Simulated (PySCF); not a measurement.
Computed Raman spectrum (relative Raman activity) of a molecule C3H7FSi. Geometry: ωB97X-D3(BJ)/def2-SVP. One conformer was computed; it need not be the lowest. Computed with PySCF with ωB97X-D3(BJ)/def2-SVP. Frequencies are harmonic and unscaled.

Lines under 2 % of the strongest are left out, and lines within 2 cm⁻¹ are merged.

ν (cm⁻¹): 512 (vw), 523 (vw), 674 (w), 726 (w), 760 (vw), 812 (vw), 888 (vw), 913 (w), 975 (w), 977 (vw), 1070 (vw), 1183 (vw), 1393 (w), 1418 (w), 1458 (vw), 2263 (vs), 2268 (s), 3080 (s), 3100 (w), 3104 (vs), 3189 (vs) (against the strongest line: vs over 80 %, s over 45 %, m over 15 %, w over 4 %, vw less)

Problem. Which structure fits?
(A) FC1C[SiH2]C1
(B) F[C@H]1C[C@@H]1[SiH3]
(C) F[SiH]1CCC1
(D) C/C=C(/F)[SiH3]

Solution. A, FC1C[SiH2]C1
